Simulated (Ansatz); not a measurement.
CF2, SMILES [C](F)F (connectivity only; charge and spin as stated), neutral, multiplicity 1.

The structure is a stationary point at B3LYP-D3(BJ)/def2-TZVP. The isomer is the one that the SMILES or the coordinates give; other isomers of the formula were not compared.

Two levels are set side by side: PBE/def2-TZVPD (Ansatz, a quantum-chemistry and plane-wave program) and CAM-B3LYP/def2-TZVPD (Ansatz). Energy differences of separate SCF runs at the same geometry; the states with an electron removed or added have multiplicity 2 and 2. Differences are taken from unrounded values.

| quantity | CAM-B3LYP |
|---|---|
| vertical ionisation energy (eV) | 12.25 |
| vertical singlet–triplet gap (eV) | 2.56 |

**Question.** What does PBE give, and how far is it from CAM-B3LYP? (The exact figures need the calculation; the answer reports its results.)

**Answer.** 
| quantity | PBE | PBE minus CAM-B3LYP |
|---|---|---|
| vertical ionisation energy (eV) | 11.79 | -0.46 |
| vertical singlet–triplet gap (eV) | 2.55 | -0.01 |
